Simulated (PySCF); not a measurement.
Compound: C6H14N (doublet state).
Z-matrix (Å and degrees, GFN2-xTB geometry), rows numbered from 1:
```
C 
C   1  1.4803
N   2  1.4776  1  107.76
C   2  1.5396  1  112.49  3   121.90
C   4  1.5294  2  108.79  1    53.72
C   4  1.5335  2  112.95  1   175.55
C   6  1.5238  4  114.18  2    75.90
H   1  1.0740  2  120.27  3    86.63
H   1  1.0757  2  118.92  3   -72.05
H   2  1.0954  1  110.62  3  -115.85
H   3  1.0149  2  109.96  1   -58.05
H   3  1.0157  2  109.53  1    60.42
H   4  1.0958  2  108.05  1   -64.12
H   5  1.0881  4  110.41  2   -52.79
H   5  1.0879  4  110.21  2    66.70
H   5  1.0875  4  110.64  2  -173.36
H   6  1.0920  4  108.96  2   -46.61
H   6  1.0935  4  108.08  2  -163.11
H   7  1.0852  6  110.25  4   -61.65
H   7  1.0883  6  110.50  4    58.53
H   7  1.0880  6  110.07  4   178.11
```

The hyperfine couplings belong to this conformer and change with its torsions.

The species is `C[C@H]([C@@H]([CH2])N)CC` [radical].

Computed with UKS B3LYP, pcH-1 on C H N, non-relativistic, mean-field spin-orbit, GIAO in PySCF 2.14.0. Geometry: GFN2-xTB, one conformer, isolated molecule. Couplings are sensitive to structure, and on GFN2-xTB geometries they can be far from those on DFT ones. The SCF solution wasn't tested for stability.

Principal values of hyperfine tensors in MHz (contact and dipolar terms together), for some of the nuclei:

```tsv
atom	isotope	A1	A2	A3
C1	13C	15.92	16.39	252.20
H8	1H	-95.60	-58.11	-19.28
H9	1H	-93.26	-56.77	-17.27
C2	13C	-28.35	-27.95	-23.87
C5	13C	11.77	12.57	17.60
H12	1H	-19.30	-10.17	5.47
H11	1H	-17.90	-8.67	8.20
H10	1H	-1.20	2.16	14.43
```

(1) Split each tensor into its isotropic and traceless parts, and turn a_iso into mT with g = 2.0023.

(2) What spin density at the nucleus of C1 lies behind its contact coupling (g_N = 1.40482)?

(3) C4 (13C, g_N = 1.40482) isn't in the table. Its spin density at the nucleus is 0.007812 bohr⁻³. What is its contact coupling?

(4) Which nucleus of the table has the largest anisotropic coupling, and what is its form?

(5) What first-order splitting does C1 cause when the field lies along A1, A2 or A3 of its tensor (g taken as isotropic, no quadrupole term)?

## Answers

(1) a_iso is a third of the trace, T = A − a_iso, and a(mT) = a(MHz)/(g × 13.996).

```tsv
atom	a_iso (MHz)	a_iso (mT)	T1	T2	T3
C1	94.84	3.384	-78.91	-78.45	157.36
H8	-57.66	-2.058	-37.94	-0.44	38.38
H9	-55.77	-1.990	-37.49	-1.00	38.49
C2	-26.72	-0.954	-1.62	-1.23	2.85
C5	13.98	0.499	-2.21	-1.41	3.62
H12	-8.00	-0.285	-11.30	-2.17	13.47
H11	-6.12	-0.218	-11.78	-2.55	14.32
H10	5.13	0.183	-6.33	-2.97	9.30
```

(2) a_FC = 800.24 MHz bohr³ × g_N × ρ(0)/(2S). With a_FC = 94.84 MHz and 2S = 1, ρ(0) = 0.08436 bohr⁻³.

(3) By the same relation, a_FC = 8.78 MHz. Its full tensor has the principal values 7.13, 7.57, 11.65 MHz.

(4) C1: -78.9, -78.5, 157.4 MHz, axial, in the ratio −1:−1:+2, the form that spin in one p orbital centred on that nucleus gives.

(5) 2 lines (I = 1/2), spaced by |A_i|/(g × 13.996): 0.57, 0.58, 9.00 mT along the axes of A1, A2 and A3.

The run took 97 s wall (grids of density and orbitals included) on Arm Neoverse V1, one thread, shared host, and the process peaked at 1.1 GiB of memory.
